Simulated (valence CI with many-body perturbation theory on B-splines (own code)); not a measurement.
Sn XLIV: key properties

Level of theory: relativistic CI+MBPT: five valence electrons over a frozen Dirac-Fock core [He], a basis of 11 s, 11 p, 10 d, 8 f, 5 g, 2 h functions for each j, with the one-electron correlation potential Σ1 (screened to all orders), the two-electron term Σ2, the three-electron term Σ3, Breit, model QED; selected single and double excitations, second order for the rest, scaled by the run's own slope (own B-spline code, finite nucleus).

The last digits are not significant, and no measured levels were compared; by estimate large intervals hold to a few tenths of a per cent, small ones and those within an open d or f shell to about a per cent. Among the levels kept, up to 7200 cm⁻¹ of a level comes from second order outside the variational space, and about a tenth of that is noise between levels of different J, which matters for small intervals.

Levels are named by their leading jj configuration (3d3/2^4 stands for four electrons in 3d with j = 3/2), which in mixed levels can hold well under half, so a name can repeat and another be missing.

Rates and lifetimes use the calculated energies. Strong lines usually hold to 10 to 20 %, long lifetimes can be off by a factor of two.

Q: What is the ground level?

A: (2s^2 2p1/2^2 2p3/2) J=3/2, composition 45 % 2s2 2p3 2P° + 29 % 2s2 2p3 4S° + 25 % 2s2 2p3 2D°, g = 1.377.

Q: Among levels below 4925.9 eV, which E1 lines absorb most strongly from the ground level?

A: to (2s^2 2p1/2 2p3/2 3d3/2) J=5/2 at 0.2866 nm, f = 0.560; to (2s^2 2p1/2^2 3d5/2) J=5/2 at 0.3022 nm, f = 0.521; to (2s^2 2p1/2 2p3/2 3d3/2) J=3/2 at 0.2863 nm, f = 0.235.

Q: Name the longest-lived excited levels whose lifetime is computed, and their main decay.

A: (2s^2 2p1/2 2p3/2^2) J=5/2 at 243.9 eV lives 48.3 ns, mostly by M1 to (2s^2 2p1/2^2 2p3/2) J=3/2; (2s^2 2p1/2 2p3/2^2) J=1/2 at 271.6 eV lives 11.8 ns, mostly by M1 to (2s^2 2p1/2^2 2p3/2) J=3/2; (2s^2 2p1/2 2p3/2^2) J=3/2 at 225.1 eV lives 8.43 ns, mostly by M1 to (2s^2 2p1/2^2 2p3/2) J=3/2.

Q: Where does the other parity begin?

A: At (2s 2p1/2^2 2p3/2^2) J=5/2, 421.2 eV.

Q: How well does LS coupling describe the low levels?

A: Among the lowest 20 levels the leading LS term, summed over configurations, holds 61 % on average. For single configurations the figures are 61 % in LS and 98 % in jj coupling. Terms mix most in the J = 3/2 level at 4016.9 eV, where the leading one holds 30 %.
